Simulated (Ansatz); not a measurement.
`C[O][Zr]1234([CH3])([N](C)C)[C@H]5[C@@H]1[C@@H]2[C@@H]3[C@H]54`, relaxed with RKS PBE0-D4/def2-TZVP in Ansatz from a GFN2-xTB geometry. The force threshold is 0.005 eV/Å; the program also tests the step.

Charge 0, multiplicity 1. Zr: def2 effective core potential.

Start:

```xyz
29

C    -0.679    1.186    2.504
O    -0.133    0.064    1.893
Zr    0.379   -0.037    0.070
C     1.320    1.969   -0.186
N    -1.354    0.112   -0.977
C    -1.890    1.417   -1.319
C    -2.380   -0.676   -0.306
C     1.851   -1.301   -1.514
C     0.800   -2.179   -1.174
C     0.916   -2.489    0.200
C     2.051   -1.816    0.705
C     2.628   -1.080   -0.352
H    -1.249    0.886    3.397
H     0.113    1.883    2.829
H    -1.367    1.728    1.825
H     2.183    2.067    0.497
H     1.706    2.120   -1.210
H     0.652    2.817    0.031
H    -1.133    1.998   -1.858
H    -2.771    1.312   -1.975
H    -2.220    1.993   -0.425
H    -3.240   -0.845   -0.979
H    -2.773   -0.173    0.604
H    -1.974   -1.658   -0.018
H     2.102   -0.971   -2.516
H     0.099   -2.626   -1.872
H     0.326   -3.222    0.741
H     2.464   -1.931    1.700
H     3.572   -0.547   -0.313
```

Q: How much energy does the relaxation release, and in how many steps? (Estimate.)

A: The calculation gave: 92.29 kJ/mol, in 64 steps, 1 of them rejected.

Q: Which bonds change most? (Estimate.)

A: Computed: Zr3–C8 from 2.505 to 2.549 Å; O2–Zr3 from 1.896 to 1.934 Å; Zr3–C4 from 2.230 to 2.259 Å; Zr3–C12 from 2.515 to 2.537 Å.

Q: Give the relaxed structure. (An estimate is asked.)

A: The calculation gave: 
```xyz
29

C    -0.633   -0.261    3.385
O    -0.392    0.080    2.065
Zr    0.236    0.146    0.237
C     1.166    2.200    0.106
N    -1.368    0.313   -1.017
C    -1.812   -0.196   -2.283
C    -2.344    1.215   -0.441
C     1.534   -1.014   -1.625
C     0.809   -2.016   -0.948
C     1.324   -2.117    0.362
C     2.362   -1.171    0.494
C     2.492   -0.488   -0.735
H    -0.052   -1.143    3.682
H    -0.360    0.564    4.053
H    -1.695   -0.487    3.541
H     2.037    2.318    0.761
H     1.473    2.479   -0.907
H     0.414    2.932    0.432
H    -1.075   -0.874   -2.714
H    -2.762   -0.745   -2.190
H    -1.982    0.616   -3.007
H    -3.315    0.721   -0.283
H    -2.513    2.093   -1.081
H    -2.016    1.591    0.536
H     1.370   -0.686   -2.642
H    -0.004   -2.600   -1.353
H     0.972   -2.787    1.134
H     2.941   -0.985    1.387
H     3.193    0.303   -0.949
```
